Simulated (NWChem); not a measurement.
Species: TiN$_{2}$H$_{4}$F$_{2}$; SMILES [F][Ti]([F])([NH2])[NH2]

```xyz
9

Ti     0.0647    -0.0548    -0.0508
F      1.2449     1.0140     0.6941
F      0.8940    -1.3397    -0.9180
N     -1.0138    -0.8102     1.2870
H     -0.6444    -1.3830     2.0423
H     -2.0203    -0.7161     1.3713
N     -1.0711     0.8973    -1.1917
H     -1.2484     1.8966    -1.1237
H     -1.4541     0.5318    -2.0602
```
Atoms are numbered in this order, from 1.

Results from NWChem. All runs use the structure optimised with B3LYP/6-31G* (spherical d). No frequency run checked for a minimum. Vzz is the largest principal value of the second derivative of the potential at the nucleus (NWChem prints the opposite sign); η is the asymmetry. Non-relativistic.

Task: What does the run give for Hartree-Fock/def2-SVP? Quantities: Vzz Ti1 (a.u.); η Ti1; Vzz N4 (a.u.); η N4; Vzz N7 (a.u.); η N7.

Result: 
```json
{
 "Vzz Ti1 (a.u.)": "-0.204",
 "η Ti1": "0.21",
 "Vzz N4 (a.u.)": "-0.743",
 "η N4": "0.64",
 "Vzz N7 (a.u.)": "-0.687",
 "η N7": "0.74"
}
```
